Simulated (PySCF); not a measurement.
ClIn, charge +1, doublet, at a GFN2-xTB geometry (such geometries of metal compounds can be far from the true shape) (a state made from the parent by changing its charge; the spin is typed, not shown lowest) (all electrons, no relativity); B3LYP/3-21G in PySCF.

PySCF was given this input:
```python
from pyscf import gto, scf, dft

mol = gto.M(
    atom='''
In   -0.00000000   -0.00000000   -0.64646640
Cl    0.00000000    0.00000000    1.86334432
''',
    basis='3-21g',
    charge=1,
    spin=1,
    verbose=4,
)

mf = dft.UKS(mol)
mf.xc = 'b3lyp'
mf.kernel()
mf.analyze()
```

### Question
Predict the main parts of the log of this PySCF run.

### Answer

```
PySCF version 2.14.0

[INPUT] verbose = 4
[INPUT] num. atoms = 2
[INPUT] num. electrons = 65
[INPUT] charge = 1
[INPUT] spin (= nelec alpha-beta = 2S) = 1
[INPUT] symmetry False subgroup None
[INPUT] Mole.unit = angstrom
[INPUT] Symbol           X                Y                Z      unit          X                Y                Z       unit  Magmom
[...]
nuclear repulsion = 175.632613720114
number of shells = 20
number of NR pGTOs = 108
number of NR cGTOs = 44
basis = 3-21g
ecp = {}

******** <class 'pyscf.dft.uks.UKS'> ********
method = UKS
initial guess = minao
damping factor = 0
level_shift factor = 0
DIIS = <class 'pyscf.scf.diis.CDIIS'>
diis_start_cycle = 1
diis_space = 8
diis_damp = 0
SCF conv_tol = 1e-09
SCF conv_tol_grad = None
SCF max_cycles = 50
direct_scf = True
direct_scf_tol = 1e-13
number electrons alpha = 33  beta = 32
XC library pyscf.dft.libxc version 7.1.2
    S. Lehtola, C. Steigemann, M. J. T. Oliveira, and M. A. L. Marques,  SoftwareX 7, 1–5 (2018)
XC functionals = b3lyp
    P. J. Stephens, F. J. Devlin, C. F. Chabalowski, and M. J. Frisch,  J. Phys. Chem. 98, 11623 (1994)
radial grids:
    Treutler-Ahlrichs [JCP 102, 346 (1995); DOI:10.1063/1.469408] (M4) radial grids

becke partition: Becke, JCP 88, 2547 (1988); DOI:10.1063/1.454033
pruning grids: <function nwchem_prune>
grids dens level: 3
symmetrized grids: False
atomic radii adjust function: <function treutler_atomic_radii_adjust>
small_rho_cutoff = 0
Set gradient conv threshold to 3.16228e-05
tot grids = 40760
init E= -6163.30336743947

cycle= 1 E= -6174.89801786957  delta_E= -11.6  |g|= 0.231  |ddm|= 1.06

cycle= 2 E= -6173.9679416781  delta_E= 0.93  |g|= 1.11  |ddm|= 1.82
cycle= 3 E= -6174.95753549972  delta_E= -0.99  |g|= 0.138  |ddm|= 1.44
cycle= 4 E= -6174.97198255711  delta_E= -0.0144  |g|= 0.0367  |ddm|= 0.147
cycle= 5 E= -6174.97345776453  delta_E= -0.00148  |g|= 0.00402  |ddm|= 0.0784
cycle= 6 E= -6174.97348956541  delta_E= -3.18e-05  |g|= 0.000934  |ddm|= 0.0141
cycle= 7 E= -6174.97349139759  delta_E= -1.83e-06  |g|= 0.000342  |ddm|= 0.00378
cycle= 8 E= -6174.97349156423  delta_E= -1.67e-07  |g|= 0.000104  |ddm|= 0.001
cycle= 9 E= -6174.97349157631  delta_E= -1.21e-08  |g|= 2.75e-06  |ddm|= 0.000272
cycle= 10 E= -6174.97349157633  delta_E= -2.18e-11  |g|= 2.59e-07  |ddm|= 1.26e-05
Extra cycle  E= -6174.97349157633  delta_E= 3.64e-12  |g|= 1.94e-07  |ddm|= 1.02e-06
converged SCF energy = -6174.97349157633  <S^2> = 0.75623  2S+1 = 2.0062203
**** SCF Summaries ****
[...]
Total Energy =                       -6174.973491576326524
[...]
**** MO energy ****
                             alpha | beta                alpha | beta
[...]
To work with the spin densities directly, `use mulliken_meta_spin()` only printing them here.

 ** Mulliken spin pop alpha/beta on meta-lowdin orthogonal AOs **
 ** Mulliken Spin Density (per AO)  **
spin_pop of  0 In 1s        0.00000
spin_pop of  0 In 2s        0.00001
spin_pop of  0 In 3s        0.00004
spin_pop of  0 In 4s        0.00015
spin_pop of  0 In 5s        0.39070
spin_pop of  0 In 6s        0.00065
spin_pop of  0 In 2px      -0.00000
spin_pop of  0 In 2py      -0.00000
spin_pop of  0 In 2pz       0.00000
spin_pop of  0 In 3px      -0.00000
spin_pop of  0 In 3py      -0.00000
spin_pop of  0 In 3pz       0.00001
spin_pop of  0 In 4px      -0.00002
spin_pop of  0 In 4py      -0.00002
spin_pop of  0 In 4pz       0.00001
spin_pop of  0 In 5px      -0.00088
spin_pop of  0 In 5py      -0.00088
spin_pop of  0 In 5pz       0.13200
spin_pop of  0 In 6px       0.00010
spin_pop of  0 In 6py       0.00010
spin_pop of  0 In 6pz       0.00551
spin_pop of  0 In 3dxy      0.00000
spin_pop of  0 In 3dyz     -0.00000
spin_pop of  0 In 3dz^2     0.00000
spin_pop of  0 In 3dxz     -0.00000
spin_pop of  0 In 3dx2-y2    0.00000
spin_pop of  0 In 4dxy      0.00000
spin_pop of  0 In 4dyz     -0.00003
spin_pop of  0 In 4dz^2     0.00074
spin_pop of  0 In 4dxz     -0.00003
spin_pop of  0 In 4dx2-y2   -0.00000
spin_pop of  1 Cl 1s        0.00000
spin_pop of  1 Cl 2s       -0.00000
spin_pop of  1 Cl 3s       -0.00182
spin_pop of  1 Cl 4s       -0.00016
spin_pop of  1 Cl 2px       0.00000
spin_pop of  1 Cl 2py       0.00000
spin_pop of  1 Cl 2pz       0.00003
spin_pop of  1 Cl 3px       0.00074
spin_pop of  1 Cl 3py       0.00074
spin_pop of  1 Cl 3pz       0.47172
spin_pop of  1 Cl 4px       0.00008
spin_pop of  1 Cl 4py       0.00008
spin_pop of  1 Cl 4pz       0.00041
 ** Mulliken Spin Density (per atom)  **
spin density of  0 In =      0.52818
spin density of  1 Cl =      0.47182
 ** Mulliken pop alpha/beta on meta-lowdin orthogonal AOs **
 ** Mulliken pop       alpha | beta **
In total            33.00000 | 32.00000
 ** Mulliken atomic charges   ( Nelec_alpha | Nelec_beta ) **
charge of  0In =      1.03894  (    24.24462     23.71644 )
charge of  1Cl =     -0.03894  (     8.75538      8.28356 )

WARN: System has nonzero charge 1; the dipole moment is origin-dependent.
Location of origin: [0. 0. 0.]

Dipole moment(X, Y, Z, Debye): -0.00000,  0.00000, -4.35754
```
